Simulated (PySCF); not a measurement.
gallium atom (Ga), doublet.

Here is a job for PySCF.
```python
from pyscf import gto, scf, dft

mol = gto.Mole()
mol.atom = '''
    Ga    0.00000000    0.00000000    0.00000000
'''
mol.basis = '6-311g**'
mol.spin = 1
mol.verbose = 4
mol.build()

mf = dft.UKS(mol)
mf.xc = 'revpbe'
mf.kernel()
```

Task: What does this run give for the <S^2>, total energy, HOMO energy?

Result: 
```yaml
"<S^2>": 0.753
total_energy: -1924.634855 Ha
HOMO energy: -2.96 eV
```

These values belong to the state on which the SCF converged, which isn't shown to be the lowest.
